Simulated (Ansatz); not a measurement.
System: SnF3 (charge -1, singlet). It need not be the lowest isomer of its formula. Whether it binds its extra electron was not tested at this geometry. 
Geometry from a B3LYP-D3(BJ)/def2-TZVP (Ansatz, a program for electronic structure) optimisation:
```
Sn
F 1 2.0168
F 1 2.0168 2 95.34
F 1 2.0168 2 95.34 3 -95.89
```
Charge -1, spin multiplicity 1.

Basis-set convergence of Hartree-Fock and CCSD correlation energies (hartree) with Ansatz. Cores are frozen in the correlated levels unless marked. No spin-orbit coupling. The frozen core is the preceding noble-gas configuration, with the filled d and f shells of earlier blocks. In def2 rows, elements after Kr have scalar-relativistic effective core potentials. This anion needs diffuse functions, which these sets lack.

| basis | functions | E(HF) | E(corr, CCSD) |
|---|---|---|---|
| def2-SVP | 68 | -511.57829 | -0.65029 |
| def2-TZVPP | 143 | … | … |

### Question
Some entries are withheld; supply them.

### Answer

- def2-TZVPP, E(HF): -511.98555
- def2-TZVPP, E(corr, CCSD): -0.86768
